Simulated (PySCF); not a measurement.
Ag2, SMILES [Ag][Ag], multiplicity 1.

The structure is a stationary point at PBE0-D3(BJ)/def2-TZVPD. The spin state was assumed, not searched. The def2 effective core potentials stand for the cores of Ag; spin–orbit coupling is left out.

Level of theory: PBE0-D3(BJ)/def2-TZVPD (PySCF 2.14.0).

Frequencies are harmonic and unscaled.

Task: Give all harmonic wavenumbers and intensities. (The exact figures need the calculation; the answer reports its results.)

Result: 
| mode | ν (cm⁻¹) | IR (km/mol) | Raman (Å⁴/amu) | depolarisation | moving atoms (share of kinetic energy) |
|---|---|---|---|---|---|
| 1 | 181 | 0.0 | 39.6 | 0.18 | Ag 100 % |
